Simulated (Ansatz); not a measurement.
Correlation energies of `O[SiH]1[SiH2][SiH2]1` by basis set

```xyz
10

O     0.977   -0.930   -1.995
Si    0.917   -0.291   -0.477
Si   -0.411    1.507    0.103
Si   -0.777   -0.605    1.084
H     0.970   -1.886   -2.062
H     2.243   -0.232    0.199
H    -1.535    1.876   -0.795
H     0.163    2.680    0.810
H    -0.474   -0.944    2.498
H    -2.073   -1.175    0.634
```

The species carries charge 0 and has multiplicity 1. The geometry is a stationary point of PBE0-D4/def2-TZVP. It is one conformer, not always the lowest. Frozen core, restricted reference, Ansatz. CBS rows extrapolate triple and quadruple zeta; past MP2 they add the triple-zeta difference.

```tsv
basis	HF (Eh)	MP2 corr.	CCSD corr.	(T)	CCSD(T) total
def2-SVP	-944.79896	-0.47739	-0.53391	-0.01574	-945.34861
def2-TZVPP	-945.20945	-0.60415	-0.65738	-0.02675	-945.89358
def2-QZVPP	-945.23946	-0.65153	–	–	–
CBS(def2)	-945.24359	-0.68662	-0.73986	as TZ	-946.01020
```
